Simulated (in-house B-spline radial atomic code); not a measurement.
**LDA VWN5 excitations of N VI (N5+)**

Method: LDA VWN5. Computed with a B-spline radial code for spherical atoms: linear response of the closed shell 1s2 with the functional's adiabatic kernel; non-relativistic, point nucleus, no spin-orbit coupling, no double excitations, S, P, D and F terms only.

Command:
```bash
python run_td.py task.json out
```
Settings (radii: box in bohr, nucleus in fm):
```
Z                        7
electrons                2
configuration            1s2
hamiltonian              nr
method                   lda,vwn
box_radius               16.35
intervals                47
```

Time taken, with all properties: 1 thread of Arm Neoverse N1, with other jobs on the host.

The lowest states, in the order of their Tamm-Dancoff energies; the method's threshold (minus the highest occupied level) is 507.38 eV. Labels give the largest channel, * marks a mixed state, and oscillator strengths are full-response dipole values. Semilocal kernels can invert the small singlet-triplet splittings of Rydberg terms. Energies in eV:

| state | full response | Tamm-Dancoff | oscillator strength |
| --- | --- | --- | --- |
| 1s → 2s 3S | ? | ? | - |
| 1s → 2s 1S | 408.12 | 408.21 | - |
| 1s → 2p 3P | 409.93 | 409.95 | - |
| 1s → 2p 1P | 413.32 | 413.35 | 0.596 |
| 1s → 3s 3S | 464.48 | 464.48 | - |
| 1s → 3s 1S | 465.85 | 465.87 | - |
| 1s → 3p 3P | 466.67 | 466.68 | - |
| 1s → 3p 1P | 467.56 | 467.57 | 0.12 |
| 1s → 3d 1D | 468.74 | 468.74 | - |
| 1s → 3d 3D | 468.83 | 468.83 | - |
| 1s → 4s 3S | 484.06 | 484.06 | - |
| 1s → 4s 1S | 484.60 | 484.60 | - |
| 1s → 4p 3P | 484.95 | 484.96 | - |
| 1s → 4p 1P | 485.31 | 485.32 | 0.0454 |
| 1s → 4d 1D | ? | ? | - |
| 1s → 4d 3D | 485.77 | 485.77 | - |
| 1s → 4f 1F | 486.08 | 486.08 | - |
| 1s → 4f 3F | 486.09 | 486.09 | - |

(1) Where does 1s → 4d 1D lie?

(2) Where does 1s → 2s 3S lie?

(3) How large is the singlet-triplet splitting of 1s → 2s (S terms) in Tamm-Dancoff?

(4) What polarisabilities and dispersion coefficient does the method give?

Results:

(1) At 485.74 eV in full response, 485.74 eV in Tamm-Dancoff.

(2) At 402.56 eV in full response, 402.58 eV in Tamm-Dancoff.

(3) 5.63 eV, from the unrounded values.

(4) Dipole 0.00487 bohr³, quadrupole 0.0004185 bohr⁵, C6 0.0003213 hartree·bohr⁶ for two such species.
